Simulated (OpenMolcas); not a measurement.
## How basis sets differ on GeSiH3ClO (SMILES Cl[SiH]1[O][GeH2]1)

GeSiH3ClO: 7 atoms, total charge 0, spin state singlet. As SMILES, `Cl[SiH]1[O][GeH2]1`. The shape is that of a PBE0-D4/def2-TZVP optimisation.

Quantity: the HOMO–LUMO gap, in eV. The values are calculated.

| level | kind | program | value (eV) | CPU time |
| --- | --- | --- | --- | --- |
| HF/ANO-R0 (sfX2C) | Hartree–Fock | OpenMolcas | 10.46 | 10 s |
| HF/ANO-RCC-MB (DKH2) | Hartree–Fock | OpenMolcas | 11.43 | 4.9 s |
| HF/ANO-S-MB | Hartree–Fock | OpenMolcas | 11.06 | 5.9 s |
| HF/STO-3G | Hartree–Fock | OpenMolcas | 12.69 | 4.8 s |
| HF/3-21G | Hartree–Fock | OpenMolcas | 11.25 | 6.1 s |
| HF/6-31G* (spherical functions) | Hartree–Fock | OpenMolcas | 11.51 | 18 s |

All-electron rows without a relativistic Hamiltonian named are non-relativistic. The values span 10.46 to 12.69 eV. A Hartree–Fock LUMO above zero doesn't converge with the basis: it sinks as sets grow more diffuse. Orbital gaps aren't excitation energies. Times are those of the runs behind each value, whatever else they computed, on shared processors of several kinds: orders of magnitude only.
